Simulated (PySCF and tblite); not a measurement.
Results of a calculation; reference values are marked as such.
2 E/Z isomers of C₄H₃ClF₄, numbered alike:

| isomer | SMILES | descriptors |
| --- | --- | --- |
| A | [CH3:1]/[C:2]([Cl:3])=[C:4](/[F:5])[C:6]([F:7])([F:8])[F:9] | 2=4 Z |
| B | [CH3:1]/[C:2]([Cl:3])=[C:4](\[F:5])[C:6]([F:7])([F:8])[F:9] | 2=4 E |

Each isomer is a Boltzmann average at 298.15 K over at most 6 conformers: GFN2-xTB geometries, energies PBE0/pcSseg-1 (D3(BJ) added where defined), GFN2-xTB thermal terms. Programs: PySCF with density fitting and tblite.

Q: Rank the isomers by free energy at 298.15 K.

A: 
| isomer | ΔG (kcal/mol) | ΔE, lowest conformer | conformers | largest weight % | rms dipole (D) |
| --- | --- | --- | --- | --- | --- |
| A | 0.0 | 0.0 | 1 | 100 | 2.15 |
| B | 0.9 | 0.9 | 1 | 100 | 2.78 |

Q: If they could interconvert freely, what would the mixture hold (chiral isomers as racemates)?

A: A 82 %, B 18 %. A racemate gains RT ln 2.
